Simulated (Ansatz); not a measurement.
Consider the substitution at a C–As bond: `C[As](C)[SiH3]` + `CB(C)S` → `CSB(C)C` + `C[AsH][SiH3]`.

Calculated with Ansatz (gas phase, PBE0-D4/def2-TZVP geometries, no zero-point term in ΔE). CBS: MP2 limit from def2 TZ/QZ plus the TZ coupled-cluster correction, frozen cores. DFT in def2-TZVPP. HSE06 is defined as in plane-wave codes. For As outer-core shells are correlated without core-valence functions, which leaves a few kJ/mol of doubt a bond. Scalar relativity is left out up to krypton. Each species was taken in one conformer, which may not be the lowest.

(1) Is it downhill or uphill in electronic energy at CCSD(T)/CBS, and by how much? (Best estimate.)

(2) What do these levels give: revPBE-D4, r2SCAN0-D4, HSE06-D4, revPBE, PBE0, r2SCANh, CAM-B3LYP, CCSD/def2-SVP, HF/def2-TZVPP, CCSD/def2-TZVPP, HF/def2-QZVPP, MP2/def2-QZVPP? (Best estimate.)

Largest T1 diagnostic among the species: 0.012.

Results:

(1) The calculation gave: Uphill: ΔE = +24.2 kJ/mol.

(2) The calculation gave: revPBE-D4 20.5, r2SCAN0-D4 21.7, HSE06-D4 21.2, revPBE 20.0, PBE0 20.2, r2SCANh 21.3, CAM-B3LYP 20.6, CCSD/def2-SVP 22.8, HF/def2-TZVPP 21.8, CCSD/def2-TZVPP 27.1, HF/def2-QZVPP 21.4, MP2/def2-QZVPP 27.5 kJ/mol.

In def2-TZVPP, CCSD(T) changes the Hartree–Fock value by +5.3 kJ/mol (the triples alone add −0.0 kJ/mol) and MP2 by +7.5 kJ/mol. Leaving LDA and LC-ωPBE aside and taking each functional with its dispersion term where it has one, the values, not all of them listed here, spread over 3.4 kJ/mol, from PBE-D4 to PBE-QIDH.
